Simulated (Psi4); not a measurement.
Cl4Zr, triplet, at a GFN2-xTB geometry (such geometries of metal compounds can be far from the true shape) (the multiplicity is a formal guess) (core potentials on Zr); PBE0/def2-SV(P) run with Psi4 1.11.

Input for Psi4:
```
memory 2 GB

molecule mol {
0 3
  Zr    0.000000   -0.000000   -0.000000
  Cl    1.861245   -0.584673   -1.272201
  Cl    0.668813    0.481947    2.178299
  Cl   -1.019449    1.875283   -0.931992
  Cl   -1.510609   -1.772557    0.025893
}

set basis def2-sv(p)
set reference uks

energy('pbe0')
print_variables()
```

Task: Predict the main parts of the log of this Psi4 run.

Result: 
```
   => Loading Basis Set <=

    Name: DEF2-SV(P)
    Role: ORBITAL
    Keyword: BASIS

    !!!  WARNING: ECP capability is in beta. Please check occupations closely.  !!!

         ---------------------------------------------------------
                                   SCF
               by Justin Turney, Rob Parrish, Andy Simmonett
                          and Daniel G. A. Smith
                              UKS Reference
         ---------------------------------------------------------

  ==> Geometry <==

    Molecular point group: c1
    Full point group: C1

    Geometry (in Angstrom), charge = 0, multiplicity = 3:

       Center              X                  Y                   Z               Mass
    ------------   -----------------  -----------------  -----------------  -----------------
         ZR           0.000000000000     0.000000000000     0.000000152184    89.904697700000
         CL           1.861245000000    -0.584673000000    -1.272200847816    34.968852682000
         CL           0.668813000000     0.481947000000     2.178299152184    34.968852682000
         CL          -1.019449000000     1.875283000000    -0.931991847816    34.968852682000
         CL          -1.510609000000    -1.772557000000     0.025893152184    34.968852682000

  Running in c1 symmetry.

  Rotational constants: A =      0.03333  B =      0.03333  C =      0.03333 [cm^-1]
  Rotational constants: A =    999.08352  B =    999.08349  C =    999.08319 [MHz]
  Nuclear repulsion =  426.658341411128333

  Charge       = 0
  Multiplicity = 3
  Electrons    = 80
  Nalpha       = 41
  Nbeta        = 39

  ==> Algorithm <==

  SCF Algorithm Type is DF.
  DIIS enabled.
  MOM disabled.
  Fractional occupation disabled.
  Guess Type is SAD.
  Energy threshold   = 1.00e-06
  Density threshold  = 1.00e-06
  Integral threshold = 1.00e-12

  ==> Primary Basis <==

  Basis Set: DEF2-SV(P)
    Blend: DEF2-SV(P)
    Number of shells: 42
    Number of basis functions: 96
    Number of Cartesian functions: 102
    Spherical Harmonics?: true
    Max angular momentum: 2

  Core potential: DEF2-SV(P)
    Number of shells: 4
    Number of ECP primitives: 14
    Number of ECP core electrons: 28
    Max angular momentum: 3

  ==> DFT Potential <==

   => LibXC <=

    Version 7.1.2
    S. Lehtola, C. Steigemann, M. J. T. Oliveira, and M. A. L. Marques,  SoftwareX 7, 1–5 (2018) (10.1016/j.softx.2017.11.002)

   => Composite Functional: PBE0 <=

    PBE0 Hyb-GGA Exchange-Correlation Functional

    C. Adamo and V. Barone,  J. Chem. Phys. 110, 6158 (1999) (10.1063/1.478522)
    M. Ernzerhof and G. E. Scuseria,  J. Chem. Phys. 110, 5029 (1999) (10.1063/1.478401)

    Deriv               =              1
    GGA                 =           TRUE
    Meta                =          FALSE

    Exchange Hybrid     =           TRUE
    MP2 Hybrid          =          FALSE

   => Exchange Functionals <=

    0.7500   Perdew, Burke & Ernzerhof

   => Exact (HF) Exchange <=

    0.2500               HF

   => Correlation Functionals <=

    1.0000   Perdew, Burke & Ernzerhof

   => LibXC Density Thresholds  <==

    XC_HYB_GGA_XC_PBEH:  1.00E-15

   => Molecular Quadrature <=

    Radial Scheme          =       TREUTLER
    Pruning Scheme         =           NONE
    Nuclear Scheme         =       TREUTLER

    Blocking Scheme        =         OCTREE
    BS radius alpha        =              1
    Pruning alpha          =              1
    Radial Points          =             75
    Spherical Points       =            302
    Total Points           =         108882
    Total Blocks           =            930
    Max Points             =            256
    Max Functions          =             84
    Weights Tolerance      =       1.00E-15

   => Loading Basis Set <=

    Name: (DEF2-SV(P) AUX)
    Role: JKFIT
    Keyword: DF_BASIS_SCF

  ==> Integral Setup <==

  SCF_SUBTYPE=INCORE selected. In-core MEM_DF algorithm will be used.
  Using in-core AOs.

[...]
   @DF-UKS iter   4: -1886.77204398904473   -5.36962e-02   2.71055e-04 DIIS/ADIIS
   @DF-UKS iter   5: -1886.77250439952786   -4.60410e-04   4.32010e-04 DIIS/ADIIS
   @DF-UKS iter   6: -1886.77404677390018   -1.54237e-03   1.37831e-04 DIIS/ADIIS
   @DF-UKS iter   7: -1886.77464256205644   -5.95788e-04   1.18598e-04 DIIS/ADIIS
   @DF-UKS iter   8: -1886.77508793105017   -4.45369e-04   7.51694e-05 DIIS
   @DF-UKS iter   9: -1886.77545553546656   -3.67604e-04   6.61518e-05 DIIS
   @DF-UKS iter  10: -1886.77559193451884   -1.36399e-04   4.76817e-05 DIIS
   @DF-UKS iter  11: -1886.77574314646836   -1.51212e-04   1.94194e-05 DIIS
   @DF-UKS iter  12: -1886.77576907922139   -2.59328e-05   1.19787e-05 DIIS
   @DF-UKS iter  13: -1886.77578276113627   -1.36819e-05   1.22312e-05 DIIS
   @DF-UKS iter  14: -1886.77579451536258   -1.17542e-05   1.12736e-05 DIIS
   @DF-UKS iter  15: -1886.77580875697163   -1.42416e-05   5.87307e-06 DIIS
   @DF-UKS iter  16: -1886.77581753399795   -8.77703e-06   5.47572e-06 DIIS
   @DF-UKS iter  17: -1886.77582014488758   -2.61089e-06   4.37354e-06 DIIS
   @DF-UKS iter  18: -1886.77582188351084   -1.73862e-06   1.28889e-06 DIIS
   @DF-UKS iter  19: -1886.77582205754311   -1.74032e-07   6.86452e-07 DIIS
  Energy and wave function converged.

  ==> Post-Iterations <==

   Electrons on quadrature grid:
      Nalpha   =   41.0000013295 ; deviation = 1.330e-06
      Nbeta    =   39.0000009685 ; deviation = 9.685e-07
      Ntotal   =   80.0000022980 ; deviation = 2.298e-06

   @Spin Contamination Metric:   5.520965849E-03
   @S^2 Expected:                2.000000000E+00
   @S^2 Observed:                2.005520966E+00
   @S   Expected:                1.000000000E+00
   @S   Observed:                1.000000000E+00

    Orbital Energies [Eh]
    ---------------------

    Alpha Occupied:

[...]
    Alpha Virtual:

[...]
      96A     33.237961

    Beta Occupied:

[...]
    Beta Virtual:

[...]
    Final Occupation by Irrep:
              A
    DOCC [    39 ]
    SOCC [     2 ]
    NA   [    41 ]
    NB   [    39 ]

  @DF-UKS Final Energy: -1886.77582205754311

   => Energetics <=

    Nuclear Repulsion Energy =            426.6583414111283332
    One-Electron Energy =               -3470.5431006207982136
    Two-Electron Energy =                1246.5986870650556284
    DFT Exchange-Correlation Energy =     -89.4897499129287297
    Empirical Dispersion Energy =           0.0000000000000000
    VV10 Nonlocal Energy =                  0.0000000000000000
    Total Energy =                      -1886.7758220575431096

  UHF NO Occupations:
  HONO-2 :   39  A 1.9992166
  HONO-1 :   40  A 1.0000000
  HONO-0 :   41  A 1.0000000
  LUNO+0 :   42  A 0.0007834
  LUNO+1 :   43  A 0.0007830
  LUNO+2 :   44  A 0.0004959
  LUNO+3 :   45  A 0.0002049

Computation Completed

Properties will be evaluated at   0.000000,   0.000000,   0.000000 [a0]

Properties computed using the SCF density matrix

 Multipole Moments:

 ------------------------------------------------------------------------------------
     Multipole            Electronic (a.u.)      Nuclear  (a.u.)        Total (a.u.)
 ------------------------------------------------------------------------------------

 L = 1.  Multiply by 2.5417464519 to convert [e a0] to [Debye]
 Dipole X            :          0.0010715           -0.0000000            0.0010715
 Dipole Y            :         -0.0001327            0.0000000           -0.0001327
 Dipole Z            :          0.0004735           -0.0000091            0.0004643
 Magnitude           :                                                    0.0011753

 ------------------------------------------------------------------------------------

  Variable Map:
  ----------------------------------------------------------------------------
[...]
  Array Variable Map:
  ----------------------------------------------------------------------------
[...]
[...]
```
